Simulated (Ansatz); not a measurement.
Reaction (atomization): `O[SiH](O)O[SiH](O)Cl` → Cl• + 5 H• + 4 O• + 2 Si•

Isolated molecules relaxed with PBE0-D4/def2-TZVP in Ansatz; ΔE leaves out vibrations. CBS: MP2 limit from def2 TZ/QZ plus the TZ coupled-cluster correction, frozen cores. This one scheme is used for every species, atoms too. Functionals use def2-TZVPP. B3LYP here is the variant with VWN-RPA as its local correlation; programs differ in this. Open shells (•) are unrestricted, without spin–orbit coupling. Spin–orbit coupling would lower the free atoms: a little for Cl, O, Si. Each species was taken in one conformer, which may not be the lowest.

`O[SiH](O)O[SiH](O)Cl`:

Cartesian coordinates in Å:
```
O 1.869 -0.455 1.973
Si 0.866 0.478 1.102
O 1.743 1.310 0.006
O -0.261 -0.423 0.319
Si -1.080 -0.736 -1.032
O -2.672 -0.897 -0.775
Cl -0.733 0.844 -2.327
H 2.603 -0.874 1.521
H 0.154 1.334 2.064
H 1.301 1.572 -0.805
H -0.628 -1.972 -1.680
H -3.162 -0.182 -0.366
```

```
             level  ΔE (kcal/mol)  difference from CCSD(T)/CBS
            PBE-D4         1158.9                         -2.0
         r2SCAN-D4         1154.0                         -6.9
           PBE0-D4         1134.4                        -26.5
          B3LYP-D4         1141.7                        -19.2
           ωB97X-V         1154.5                         -6.4
           ωB97M-V         1156.7                         -4.2
            B2PLYP         1136.2                        -24.7
               PBE         1150.9                        -10.0
            r2SCAN         1151.9                         -9.0
              PBE0         1127.5                        -33.4
             B3LYP         1128.7                        -32.2
     HF/def2-TZVPP          824.2                       -336.7
    MP2/def2-TZVPP         1159.3                         -1.6
SCS-MP2/def2-TZVPP         1144.9                        -16.0
   CCSD/def2-TZVPP         1102.9                        -58.0
CCSD(T)/def2-TZVPP         1121.3                        -39.6
     HF/def2-QZVPP          828.0                       -332.9
    MP2/def2-QZVPP         1183.3                         22.4
SCS-MP2/def2-QZVPP         1171.2                         10.3
      HF/CBS(def2)          828.5                       -332.4
     MP2/CBS(def2)         1198.9                         38.0
    CCSD/CBS(def2)         1142.5                        -18.4
       CCSD(T)/CBS         1160.9                            0
```

Largest T1 diagnostic among the species: 0.012.

The D4 term adds +13.1 kcal/mol with B3LYP and +6.9 kcal/mol with PBE0; it sums over pairs of atoms, weighted by their polarisabilities, and B3LYP, whose exchange is more repulsive, gets the larger term. From PBE to PBE0 (25 % exact exchange), in def2-TZVPP and without D4, ΔE moves by −23.4 kcal/mol: exact exchange takes away binding that semilocal exchange gives to molecules. In def2-TZVPP, CCSD(T) changes the Hartree–Fock value by +297.1 kcal/mol (the triples alone add +18.4 kcal/mol) and MP2 by +335.0 kcal/mol; breaking electron pairs costs correlation energy, which Hartree–Fock lacks.

For atomizations the MP2-based limit and the directly extrapolated one differ by several kJ/mol either way, and by 10 to 25 for some Ge, Se and Sn compounds, so smaller differences from it don't rank the levels.
